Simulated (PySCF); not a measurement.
## Calculated data, AlCl$_{2}$H

Calculation on a computer-drawn molecule: vertical ionisation energy to the stated ion spin, frozen-core CCSD(T) at the basis limit and cheaper methods, single-reference cases, UHF for radicals, no spin-orbit; all values are single points at the evaluated structure, the first of each entry, which is the reference or a displaced copy of it and isn't optimised; the reference structure only sets the zero of the energies above reference; triples share is (T) over the correlation energy. Program: PySCF 2.14.0.

Common to all runs: charge 0; multiplicity 1; ion multiplicity 2; diffuse functions no; basis cc-pV(n+d)Z; reference is the Hartree-Fock double-zeta minimum; best is HF at quadruple zeta + MP2 correlation extrapolated from triple and quadruple zeta + CCSD(T) minus MP2 at triple zeta; basis step is the size of the change from the same recipe one zeta lower.

```json
{"entry": 1, "formula": "AlCl2H", "evaluated_structure": {"atoms_angstrom": [["Cl", -0.4609, -0.7653, 1.6794], ["Al", -1.6455, -0.3506, 0.0555], ["Cl", -3.5056, 0.6662, 0.5226], ["H", -1.3713, -0.6368, -1.3162]]}, "reference_structure": {"atoms_angstrom": [["Cl", -0.4042, -0.7903, 1.6049], ["Al", -1.7191, -0.3498, 0.0329], ["Cl", -3.5124, 0.639, 0.4804], ["H", -1.3723, -0.7468, -1.4289]]}, "given": {"drawn_bonds_atom": [1, 2, 2], "drawn_bonds_other_atom": [2, 3, 4], "drawn_bonds_order": [1, 1, 1]}, "results": {"ionisation_energy_best [eV]": 11.85, "ionisation_energy_basis_step [eV]": 0.1012, "energy_above_reference_best [kcal/mol]": 5.196, "energy_above_reference_basis_step [kcal/mol]": 0.2732, "triple_zeta_method": ["HF", "PBE", "r2SCAN", "B3LYP", "wB97X", "MP2", "CCSD", "CCSD(T)"], "triple_zeta_ionisation_energy [eV]": [10.67, 11.1, 11.26, 11.34, 11.72, 11.81, 11.59, 11.63], "triple_zeta_energy_above_reference [kcal/mol]": [5.03, 5.418, 5.141, 4.85, 4.952, 4.96, 5.083, 5.119], "ionisation_energy_Koopmans_at_triple_zeta [eV]": 12.35, "ionisation_energy_EOM_CCSD_at_triple_zeta [eV]": 11.74, "total_energy_HF_triple_zeta [hartree]": -1161.6939, "total_energy_CCSD(T)_triple_zeta [hartree]": -1162.2021, "total_energy_best [hartree]": -1162.2903, "T1_diagnostic_at_triple_zeta": 0.008324, "D1_diagnostic_at_triple_zeta": 0.02179, "ion_T1_diagnostic_at_triple_zeta": 0.02436, "ion_D1_diagnostic_at_triple_zeta": 0.1317, "ion_spin_squared_at_triple_zeta": 0.7608, "triples_share_at_triple_zeta": 0.03848, "basis_functions_triple_zeta": 131, "dipole_magnitude_HF_at_triple_zeta [debye]": 1.901, "dipole_magnitude_CCSD_unrelaxed_at_triple_zeta [debye]": 1.706, "dipole_magnitude_PBE_at_triple_zeta [debye]": 1.578, "dipole_magnitude_r2SCAN_at_triple_zeta [debye]": 1.653, "dipole_magnitude_B3LYP_at_triple_zeta [debye]": 1.686, "dipole_magnitude_wB97X_at_triple_zeta [debye]": 1.781}}
{"entry": 2, "formula": "AlCl2H", "evaluated_structure": {"atoms_angstrom": [["Cl", -0.4609, -0.7653, 1.6794], ["Al", -1.6455, -0.3506, 0.0555], ["Cl", -3.5056, 0.6662, 0.5226], ["H", -1.3369, -0.6727, -1.4881]]}, "reference_structure": {"atoms_angstrom": [["Cl", -0.4042, -0.7903, 1.6049], ["Al", -1.7191, -0.3498, 0.0329], ["Cl", -3.5124, 0.639, 0.4804], ["H", -1.3723, -0.7468, -1.4289]]}, "given": {"drawn_bonds_atom": [1, 2, 2], "drawn_bonds_other_atom": [2, 3, 4], "drawn_bonds_order": [1, 1, 1]}, "results": {"dipole_magnitude_B3LYP_at_triple_zeta [debye]": null, "dipole_magnitude_wB97X_at_triple_zeta [debye]": null, "total_energy_best [hartree]": null}}
```

Q: What dipole magnitude B3LYP at triple zeta does the calculation give for AlCl$_{2}$H (entry 2)?
A: 1.476 debye

Q: Estimate the dipole magnitude wB97X at triple zeta of AlCl$_{2}$H (entry 2).
A: 1.563 debye

Q: Give the missing total energy best for AlCl$_{2}$H (entry 2).
A: -1162.2952 hartree

Further results for AlCl$_{2}$H (entry 2):

| Item | Value |
| --- | --- |
| ionisation energy best | 11.86 eV |
| ionisation energy basis step | 0.09724 eV |
| energy above reference best | 2.095 kcal/mol |
| energy above reference basis step | 0.0424 kcal/mol |
| ionisation energy Koopmans at triple zeta | 12.36 eV |
| ionisation energy EOM CCSD at triple zeta | 11.75 eV |
| total energy HF triple zeta | -1161.6983 hartree |
| total energy CCSD(T) triple zeta | -1162.2070 hartree |
| T1 diagnostic at triple zeta | 0.00855 |
| D1 diagnostic at triple zeta | 0.02184 |
| ion T1 diagnostic at triple zeta | 0.02794 |
| ion D1 diagnostic at triple zeta | 0.1531 |
| ion spin squared at triple zeta | 0.7611 |
| triples share at triple zeta | 0.03874 |
| basis functions triple zeta | 131 |
| dipole magnitude HF at triple zeta | 1.657 debye |
| dipole magnitude CCSD unrelaxed at triple zeta | 1.491 debye |
| dipole magnitude PBE at triple zeta | 1.385 debye |
| dipole magnitude r2SCAN at triple zeta | 1.442 debye |

Triple zeta:
```tsv
method	ionisation energy (eV)	energy above reference (kcal/mol)
HF	10.7	2.3
PBE	11.06	1.659
r2SCAN	11.25	2.037
B3LYP	11.35	2.035
wB97X	11.72	2.166
MP2	11.83	2.197
CCSD	11.6	2.132
CCSD(T)	11.64	2.075
```
